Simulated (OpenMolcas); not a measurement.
Pd3+ among 8 point charges of -1 e arranged as a cube (Oh).

```yaml
Program: OpenMolcas
Method: CASSCF
Basis: ANO-RCC-VDZP [6s5p3d1f]
Scalar_Hamiltonian: DKH2, point nucleus
Active_space: 7 electrons in 5 orbitals (4d)
State_averaging: 2S+1 = 4 even, 10 roots; 2S+1 = 2 even, 40 roots
Spin-orbit_coupling: state interaction with AMFI integrals over the reference wave functions
```

All point charges move together. At R = 1.88 Å the first state of the same spin is 4895 cm-1, and at R = 2.08 Å it is 3087 cm-1.

**Question.** A third run gives 1892 cm-1. What distance was it run at?

**Answer.** With a power law R^-n the two known points give n = -ln(3087 / 4895) / ln(2.08 / 1.88) = 4.56. Then R = 1.88 × (4895 / 1892)^(1/4.56) = 2.316 Å. The run was at 2.31 Å, so the estimate is off by +0.006 Å.

Without dynamic correlation the repulsion within the d shell is too large (B by tens of per cent), so at a given field states of lower spin stand too high. Spin-orbit coupling mixes the spin-free states strongly: the lowest level takes only 62 % from its leading state, 4A2 (holds for R = 2.31). The ground term spreads over less than 5000 cm-1, several times less than with real ligands, so orbital moments are less quenched and χT lies further from the spin-only value than at real sites (holds for R = 2.31). This is an electrostatic model: the charges have no orbitals. No measured value stands beside these numbers.
